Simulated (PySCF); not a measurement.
## How methods differ on the ionisation energy of B²⁺

B²⁺ [He] 2s1 [2s1/2^1, M_J = 1/2] → B³⁺ 1s2, as a difference of total energies. All numbers are calculated (PySCF 2.14, the two-component X2C-1e Hamiltonian, in x2c-QZVPPall-2c (7s4p3d2f1g, 57 functions)). Correlated levels: 1s2 frozen; the 2 highest virtual spinors dropped. "Screened" scales the spin-orbit matrix elements by Boettger's factors to mimic the two-electron term; Breit and QED terms are absent.

```json
{"method": "GHF (screened spin-orbit)", "ionisation energy (eV)": "37.829", "error (eV)": "-0.102"}
{"method": "GMP2 (screened spin-orbit)", "ionisation energy (eV)": "37.829", "error (eV)": "-0.102"}
{"method": "GCCSD (screened spin-orbit)", "ionisation energy (eV)": "37.829", "error (eV)": "-0.102"}
{"method": "GCCSD(T) (screened spin-orbit)", "ionisation energy (eV)": "37.829", "error (eV)": "-0.102"}
```

Reference: 37.931 eV (measured; NIST Atomic Spectra Database, ionization energies).

Errors of the correlated levels include the incompleteness of this basis and the frozen core.
